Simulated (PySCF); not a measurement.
Si(H)(Me)(NHMe)2, SMILES CN[SiH](C)NC, singlet at its GFN2-xTB optimised geometry (Å):

```
18

Si    -1.4185    -0.7829     0.0000
C     -1.9922    -1.7517    -1.5368
N      0.3048    -0.7829     0.0000
C      1.0721    -0.3110    -1.1255
N     -1.7924    -1.4637     1.5386
C     -3.1510    -1.7297     1.9360
H     -2.0882     0.5333     0.0000
H     -3.0388    -2.0288    -1.4471
H     -1.4203    -2.6667    -1.6685
H     -1.8926    -1.1678    -2.4470
H      0.7449    -0.5277     0.8719
H      2.0882    -0.7086    -1.0813
H      1.1320     0.7829    -1.1712
H      0.6024    -0.6616    -2.0406
H     -1.1594    -2.1615     1.8995
H     -3.2233    -1.7828     3.0243
H     -3.7808    -0.9150     1.5866
H     -3.5433    -2.6651     1.5185
```

Calculation: PySCF with PBE0/def2-SVP. Cells within 0.4 Å of a nucleus heavier than hydrogen are left out (blank, or x).

Map of the Laplacian of the electron density (e/bohr⁵) on the plane z = 1.2 Å:

```
|888888888888888888888888888|
|888888888888888888888888888|
|888888888888888888888888888|
|888888888888888888888888888|
|888888888888888888888888888|
|888888888888888888888888888|
|888888888888888888888888888|
|888888888888888888888888888|
|888888888888888888888888888|
|888888888888888888888888888|
|888888888888888888888888888|
|888888888888888888888888888|
|888888888888888888888888888|
|888888888888888888888888888|
|888888888888888888888888888|
|888888998888889888888888888|
|888889995798888888888888888|
|88889994x799888888888888888|
|888999960998888888888888888|
|888889999998888888888888888|
|888788999988888888888888888|
|888788888888888888888888888|
|888888888888888888888888888|
|888888888888888888888888888|
|888888888888888888888888888|
|888888888888888888888888888|
|888888888888888888888888888|
```
Scale: ten equal steps from -1.40 (start of '0') to 0.301 (end of '9'), in the order '0123456789'; x runs from -4.50 to 4.50, y from -4.50 (bottom) to 4.50 (top).
